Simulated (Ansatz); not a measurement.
Gas-phase electronic energies from Ansatz, PBE0-D4/def2-TZVP geometries. CCSD(T)/CBS is the MP2 limit (def2-TZVPP, def2-QZVPP) plus CCSD(T) − MP2 in def2-TZVPP, frozen cores. Each species was taken in one conformer, which may not be the lowest.

Consider the isomerisation: `C=C(O)[SiH2]O` → `O=CC[SiH2]O`.

| level | ΔE (eV) |
| --- | --- |
| CCSD(T)/def2-TZVPP | -0.55 |
| SCS-MP2/def2-QZVPP | -0.55 |

(1) What does CCSD(T)/CBS give? (Best estimate.)

Largest T1 diagnostic among the species: 0.014.

Results:

(1) Computed: -0.51 eV. The listed levels differ from it by -0.04, -0.04 eV.
